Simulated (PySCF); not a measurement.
A structure optimised at B3LYP-D3(BJ)/def2-SVP, used in a PySCF frequency run:

```xyz
8

Os     0.0000     0.0000    -0.0284
O     -1.6045    -0.1730     0.5792
O      1.6045     0.1730     0.5792
O      0.0000     0.0000    -1.7292
O      0.2424    -1.8767     0.3620
H     -0.6066    -2.3383     0.4655
O     -0.2424     1.8767     0.3620
H      0.6066     2.3383     0.4655
```
Charge 0, spin multiplicity 1.

Write its SMILES, formula and point group.

[O]=[Os](=[O])(=[O])([OH])[OH], H₂O₅Os, C2

What are its rotational constants (standard atomic weights)?

3.4116, 2.6851, 2.4103 GHz
